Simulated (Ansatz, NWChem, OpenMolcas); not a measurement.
# How methods differ on CsBr (SMILES [Br][Cs])

The species is CsBr (2 atoms), meant as a singlet with charge 0. As SMILES, `[Br][Cs]`. Geometry: the measured bond length.

```
atom   x (Å)   y (Å)   z (Å)
  Br  0.0000  0.0000  0.0000
  Cs  0.0000  0.0000  3.0723
```

Quantity: the vertical energy of the triplet above the singlet, in eV. The values are calculated.

```json
{"level": "BLYP/def2-TZVPP (core potential)", "kind": "GGA", "program": "NWChem", "value (eV)": "4.41", "CPU time (all runs)": "2.3 min"}
{"level": "TPSS/def2-TZVPP (core potential)", "kind": "meta-GGA", "program": "NWChem", "value (eV)": "4.62", "CPU time (all runs)": "2.4 min"}
{"level": "M06-L/def2-TZVPP (core potential)", "kind": "meta-GGA", "program": "OpenMolcas", "value (eV)": "4.80", "CPU time (all runs)": "54 s"}
{"level": "M06-2X/def2-TZVPP (core potential)", "kind": "hybrid meta-GGA", "program": "OpenMolcas", "value (eV)": "4.48", "CPU time (all runs)": "44 s"}
{"level": "HSE06/def2-TZVPP (core potential)", "kind": "range-separated hybrid", "program": "Ansatz", "value (eV)": "4.48", "CPU time (all runs)": "2 min"}
{"level": "wB97X/def2-TZVPP (core potential)", "kind": "range-separated hybrid", "program": "NWChem", "value (eV)": "4.71", "CPU time (all runs)": "78 s"}
{"level": "RPA@PBE0/def2-TZVPP (core potential)", "kind": "RPA", "program": "Ansatz", "value (eV)": "4.25", "CPU time (all runs)": "1.8 min"}
{"level": "MP2/def2-TZVPP (core potential)", "kind": "perturbation theory", "program": "NWChem", "value (eV)": "4.51", "CPU time (all runs)": "96 s"}
```

Spin-orbit coupling, which can split open shells on such heavy atoms by tenths of an eV, is left out. The values span 4.25 to 4.80 eV. In the correlated wave-function rows the outer d shell of Br is correlated, in sets not made for it. Times are those of the runs behind each value, whatever else they computed, on shared processors of several kinds: orders of magnitude only.
